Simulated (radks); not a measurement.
Pb54+, 28 electrons, occupied as [Ar] 3d10.

Calculated with a radial shooting solver on a logarithmic mesh with Libxc functionals: non-relativistic Kohn-Sham, LDA (Slater exchange, Perdew-Wang correlation), spin-unpolarised, spherical densities, point nucleus; relativity is left out, which matters for an element this heavy.

Energy parts (hartree):
total: -17256.2381
kinetic: 17253.3546
electron-nucleus: -37213.7157
Hartree: 2941.8952
exchange-correlation: -237.7722

Orbitals (lengths in bohr, moments of r in powers of bohr; <r^-3> diverges for s and p1/2; r(max) is where P^2 peaks; r(90%) holds 90 % of the orbital's charge):
| orbital | occ. | eigenvalue (hartree) | r(90%) | <r^-3> | r(max) | <r^4> |
|---|---|---|---|---|---|---|
| 1s | 2 | -3013.289 | 0.0328 | - | 0.01226 | 5.224e-07 |
| 2s | 2 | -598.5716 | 0.119 | - | 0.06646 | 0.00008243 |
| 2p | 6 | -581.1679 | 0.105 | 19700 | 0.05148 | 0.00005134 |
| 3s | 2 | -219.7536 | 0.276 | - | 0.1789 | 0.002477 |
| 3p | 6 | -211.7649 | 0.267 | 4578 | 0.1678 | 0.002146 |
| 3d | 10 | -197.1815 | 0.240 | 821.6 | 0.1310 | 0.001365 |

The highest occupied level is 3d at -5365.6 eV. For comparison, the ionisation energy in NIST's Atomic Spectra Database is 5414 eV (theoretical). In exact Kohn-Sham theory the highest level is minus the ionisation energy, but local and semilocal functionals leave it too shallow, through self-interaction and a potential that decays too fast; potentials with the right tail come closer. The density falls to 0.001 e/bohr^3 at r = 0.59 bohr.
